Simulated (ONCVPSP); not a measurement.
Debugging a pseudopotential input (Er (Z = 68), ONCVPSP 4.0.1)

Command:

```bash
oncvpsp.x < Er.dat > Er.out
```

Input:

```
# ATOM AND REFERENCE CONFIGURATION
# atsym  z   nc   nv     iexc    psfile
  Er 68.00    9    5        4      upf
#
#   n    l    f
    1    0    2.00
    2    0    2.00
    2    1    6.00
    3    0    2.00
    3    1    6.00
    3    2   10.00
    4    0    2.00
    4    1    6.00
    4    2   10.00
    4    3   11.00
    5    0    2.00
    5    1    6.00
    5    2    1.00
    6    0    2.00
#
# PSEUDOPOTENTIAL AND OPTIMIZATION
# lmax
    3
#
#   l,   rc,      ep,       ncon, nbas, qcut
    0    1.65    0.00    4    9   18.00
    1    2.05    0.00    4    8    6.30
    2    2.60    0.00    4    9    6.90
    3    0.80    0.00    3    7   24.00
#
# LOCAL POTENTIAL
# lloc, lpopt,  rc(5),   dvloc0
    4    5    0.55    2.00
#
# VANDERBILT-KLEINMAN-BYLANDER PROJECTORs
# l, nproj, debl
    0    2    0.90
    1    3    2.70
    2    2    3.80
    3    3    3.80
#
# MODEL CORE CHARGE
# icmod, fcfact, rcfact
    3    5.75    1.75
#
# LOG DERIVATIVE ANALYSIS
# epsh1, epsh2, depsh
   -4.00    5.00    0.02
#
# OUTPUT GRID
# rlmax, drl
    6.00    0.01
#
# TEST CONFIGURATIONS
# ncnf
    4
# nvcnf
#   n    l    f
    5
    4    3   12.00
    5    0    2.00
    5    1    6.00
    5    2    0.00
    6    0    2.00
#
    5
    4    3   12.00
    5    0    2.00
    5    1    6.00
    5    2    0.00
    6    0    1.00
#
    5
    4    3   12.00
    5    0    2.00
    5    1    6.00
    5    2    0.00
    6    0    0.00
#
    5
    4    3   11.00
    5    0    2.00
    5    1    6.00
    5    2    0.00
    6    0    0.00
#
```

Output:

```
ONCVPSP  (Optimized Norm-Conservinng Vanderbilt PSeudopotential)
scalar-relativistic version 4.0.1

#   n    l    f        energy (Ha)
    1    0    2.00    -2.1088157E+03
    2    0    2.00    -3.5449144E+02
    2    1    6.00    -3.1353196E+02
    3    0    2.00    -7.9659493E+01
    3    1    6.00    -6.7202608E+01
    3    2   10.00    -5.1620200E+01
    4    0    2.00    -1.5935952E+01
    4    1    6.00    -1.1835241E+01
    4    2   10.00    -6.3438979E+00
    4    3   11.00    -3.4846701E-01
    5    0    2.00    -2.0586680E+00
    5    1    6.00    -1.0936183E+00
    5    2    1.00    -7.6654552E-02
    6    0    2.00    -1.6219141E-01

Reference configufation results
  iterations    36
  all-electron total energy (Ha)   -1.30861925D+04

Begin loop to  construct optimized pseudo wave functions
and semi-local pseudopoentials for all angular momenta

Calculating optimized projector #   1

 for l=   0

    Fraction of norm inside rc  0.849999
    Optimizing pswf for qcut=  17.99 a_B^-1,  ecut= 161.83 Ha
    Residual kinetic energy error=  2.31D-10 Ha
 ERROR pspot:  first pseudo wave function has node,          program will stop
 ERROR pspot: try changing psp parameters for this l
```

This input was made by a single change from one that runs to its end. What was changed?

The change: qcut of l = 0 set to 18.00. The program stops during the generation: "ERROR pspot: first pseudo wave function has node, program will stop".
